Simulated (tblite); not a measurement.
Compound: C8H7N.
SMILES with atom numbers: `[cH:1]1[cH:2][cH:3][n:4]2[cH:5][cH:6][cH:7][c:8]2[cH:9]1` (hydrogens: H10 on C1; H11 on C2; H12 on C3; H13 on C5; H14 on C6; H15 on C7; H16 on C9)

Computed with GFN2-xTB (tblite), gas phase: L-BFGS steps from a force-field or distance-geometry start until the largest atomic force falls under 0.01 eV/Å.

Step 1: E = -642.4713 eV
```
atom  x, y, z in Å  |  force x, y, z in eV/Å
C1      2.1625   -0.3943    0.0580    0.429   0.111  -0.007
C2      1.9547    1.0027   -0.0240   -0.352  -0.110   0.066
C3      0.6767    1.4761   -0.0625    0.153   0.230  -0.070
N4     -0.4064    0.6569   -0.0489   -0.296  -0.498   0.137
C5     -1.7521    0.8681   -0.0733   -0.111  -0.116  -0.065
C6     -2.4133   -0.3505   -0.0318    0.286   0.507   0.011
C7     -1.4333   -1.3369    0.0363   -0.680  -0.392   0.036
C8     -0.2066   -0.7236    0.0340    0.615  -0.072  -0.070
C9      1.1070   -1.2401    0.0841   -0.609  -0.180   0.027
H10     3.1709   -0.7665    0.1019    0.127  -0.070  -0.006
H11     2.8181    1.6599   -0.0348   -0.372  -0.017  -0.022
H12     0.4630    2.5212   -0.1200   -0.071   0.495  -0.021
H13    -2.2359    1.8202   -0.1272    0.322   0.298  -0.018
H14    -3.4858   -0.4872   -0.0459    0.336   0.045   0.008
H15    -1.6291   -2.3818    0.0912    0.096  -0.332   0.006
H16     1.2020   -2.3151    0.1515    0.127   0.101  -0.013
```

Step 2: E = -642.4977 eV
```
atom  x, y, z in Å  |  force x, y, z in eV/Å
C1      2.1680   -0.3949    0.0580   -0.078  -0.013  -0.001
C2      1.9491    1.0005   -0.0229   -0.038  -0.086   0.054
C3      0.6782    1.4811   -0.0637   -0.293   0.021  -0.048
N4     -0.4105    0.6537   -0.0470    0.114  -0.307   0.098
C5     -1.7540    0.8682   -0.0744    0.119   0.102  -0.051
C6     -2.4094   -0.3435   -0.0316    0.017  -0.015   0.023
C7     -1.4422   -1.3434    0.0370   -0.128   0.095   0.014
C8     -0.2027   -0.7288    0.0329   -0.089  -0.022  -0.055
C9      1.1030   -1.2425    0.0846   -0.089   0.060   0.011
H10     3.1725   -0.7674    0.1018    0.209  -0.086  -0.002
H11     2.8127    1.6600   -0.0352   -0.382  -0.037  -0.020
H12     0.4620    2.5278   -0.1202   -0.051   0.393  -0.018
H13    -2.2303    1.8237   -0.1274    0.294   0.293  -0.019
H14    -3.4803   -0.4865   -0.0458    0.270   0.077   0.006
H15    -1.6274   -2.3862    0.0912    0.003  -0.432   0.011
H16     1.2035   -2.3129    0.1513    0.123  -0.045  -0.004
```

Step 3: E = -642.5188 eV
```
atom  x, y, z in Å  |  force x, y, z in eV/Å
C1      2.1698   -0.3963    0.0580   -0.157  -0.055   0.013
C2      1.9443    0.9971   -0.0210   -0.159   0.034   0.020
C3      0.6729    1.4855   -0.0656   -0.206  -0.100  -0.008
N4     -0.4109    0.6469   -0.0437    0.145   0.028   0.022
C5     -1.7529    0.8710   -0.0763    0.235   0.076  -0.018
C6     -2.4066   -0.3392   -0.0309   -0.043  -0.121   0.015
C7     -1.4504   -1.3462    0.0377    0.173  -0.053   0.015
C8     -0.2039   -0.7343    0.0311   -0.263  -0.005  -0.009
C9      1.1005   -1.2429    0.0852    0.096   0.024   0.000
H10     3.1777   -0.7698    0.1017    0.077  -0.034  -0.005
H11     2.8014    1.6595   -0.0358   -0.262   0.018  -0.016
H12     0.4603    2.5400   -0.1207   -0.037   0.111  -0.008
H13    -2.2201    1.8317   -0.1279    0.282   0.244  -0.017
H14    -3.4707   -0.4845   -0.0456    0.031   0.074   0.003
H15    -1.6260   -2.3978    0.0915   -0.021  -0.155  -0.003
H16     1.2070   -2.3119    0.1510    0.107  -0.086  -0.004
```

Task: Estimate the geometry and energy of step 4. (The exact step hangs on the optimiser's Hessian estimate; all steps are aligned on step 3, rigid shifts and turns removed.)

Result: E = -642.5306 eV, largest force 0.316 eV/Å
```
atom  x, y, z in Å  |  force x, y, z in eV/Å
C1      2.1699   -0.3984    0.0583   -0.161  -0.008   0.020
C2      1.9358    0.9955   -0.0193   -0.042   0.013  -0.002
C3      0.6670    1.4875   -0.0671   -0.159   0.006   0.017
N4     -0.4100    0.6433   -0.0409    0.081   0.076  -0.034
C5     -1.7480    0.8738   -0.0780    0.086   0.034   0.010
C6     -2.4044   -0.3365   -0.0302    0.068  -0.147   0.007
C7     -1.4543   -1.3520    0.0387    0.196   0.033  -0.001
C8     -0.2081   -0.7392    0.0297   -0.080   0.008   0.036
C9      1.0995   -1.2438    0.0858    0.092  -0.020  -0.010
H10     3.1823   -0.7720    0.1015   -0.070   0.032  -0.008
H11     2.7882    1.6598   -0.0367   -0.169   0.060  -0.012
H12     0.4582    2.5507   -0.1213   -0.024  -0.166   0.001
H13    -2.2068    1.8423   -0.1286    0.295   0.112  -0.012
H14    -3.4634   -0.4816   -0.0454   -0.157   0.070   0.000
H15    -1.6251   -2.4080    0.0915   -0.039  -0.007  -0.008
H16     1.2116   -2.3123    0.1507    0.084  -0.098  -0.004
```

The energy changes by -0.0118 eV. The first-order estimate −F·Δx gives -0.0183 eV and the mean of the old and new forces, exact on a quadratic surface, -0.0117 eV. The step makes an angle of 44° with the force vector and moves no atom by more than 0.017 Å.

The cost below is that of the whole relaxation. On one thread of an Arm Neoverse V1, shared host with 32 logical CPUs at a one-minute load of 35, this took 0.14 s wall.
